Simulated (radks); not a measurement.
The numbers below are computed, except where a source is named.
Isoelectronic series with 43 electrons, each ion in its NIST ground configuration. Code: a radial shooting solver on a logarithmic mesh with Libxc functionals. Model: scalar-relativistic Kohn-Sham, LDA (Slater exchange, Perdew-Wang correlation), spin-polarised, spherical densities, finite nucleus; open shells are filled with parallel spins first (spin-orbit coupling, left out, can overturn this in heavy ions); Fermi nuclear charge, rms radius of each element as measured or else 0.836 A^(1/3) + 0.57 fm. Total energies (hartree) and mean radii <r> (bohr) (* marks an orbital that is empty in some or all of the ions):

| ion | configuration | E (hartree) | 4d down* | 4d up | 4p down |
|---|---|---|---|---|---|
| Tc | [Kr] 4d5 5s2 | -4281.32907 | 1.811 | 1.700 | 1.170 |
| Ru+ | [Kr] 4d7 | -4525.97241 | 1.670 | 1.630 | 1.128 |
| Rh2+ | [Kr] 4d7 | -4778.45878 | 1.459 | 1.439 | 1.074 |
| Pd3+ | [Kr] 4d7 | -5038.70491 | 1.314 | 1.302 | 1.023 |
| Ag4+ | [Kr] 4d7 | -5306.72252 | 1.205 | 1.196 | 0.9763 |
| Cd5+ | [Kr] 4d7 | -5582.52840 | 1.117 | 1.111 | 0.9332 |
| In6+ | [Kr] 4d7 | -5866.15431 | 1.045 | 1.040 | 0.8936 |
| Sn7+ | [Kr] 4d7 | -6157.62708 | 0.9830 | 0.9791 | 0.8572 |
| Sb8+ | [Kr] 4d7 | -6456.98359 | 0.9296 | 0.9263 | 0.8236 |
| Te9+ | [Kr] 4d7 | -6764.25849 | 0.8827 | 0.8799 | 0.7925 |
| I10+ | [Kr] 4d7 | -7079.49923 | 0.8409 | 0.8386 | 0.7638 |
| Xe11+ | [Kr] 4d7 | -7402.74199 | 0.8035 | 0.8014 | 0.7371 |
| Cs12+ | [Kr] 4d7 | -7734.0361 | 0.7697 | 0.7679 | 0.7122 |
| Ba13+ | [Kr] 4d7 | -8073.4255 | 0.7389 | 0.7373 | 0.6889 |
| La14+ | [Kr] 4d7 | -8420.9633 | 0.7107 | 0.7093 | 0.6672 |
| Ce15+ | [Kr] 4d7 | -8776.6985 | 0.6848 | 0.6835 | 0.6467 |
| Pr16+ | [Kr] 4d7 | -9140.6865 | 0.6609 | 0.6597 | 0.6275 |
| Nd17+ | [Kr] 4d7 | -9512.9811 | 0.6387 | 0.6376 | 0.6094 |

Estimate the row of Pm18+ ([Kr] 4d7).

Answer. E (hartree) -9893.6349; 4d down* 0.6181; 4d up 0.6171; 4p down 0.5924.
